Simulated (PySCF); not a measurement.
# Excitation energy of Sc by level of theory

Sc [Ar] 3d1 4s2 (2D) → Sc [Ar] 3d2 4s1 (4F), as a difference of total energies. Computed with PySCF 2.14 in dyall-av2z, with no relativity, point nucleus. Correlated levels: valence: [Ar] frozen; virtual orbitals above 40 to 60 times the deepest correlated orbital energy dropped. The calculations carry no spin-orbit coupling.

Question: Order these methods by the excitation energy they give, lowest first.
A. MP2 (valence)
B. CCSD(T) (valence)
C. UHF
D. SCS-MP2 (valence)

Answer: C (1.028 eV), A (1.457 eV), B (1.628 eV), D (1.757 eV).

These non-relativistic numbers lack the scalar-relativistic shift.

Errors of the correlated levels include the incompleteness of this basis and the frozen core.

For comparison: 1.427 eV (measured; NIST levels, between the centres of gravity of the two terms).
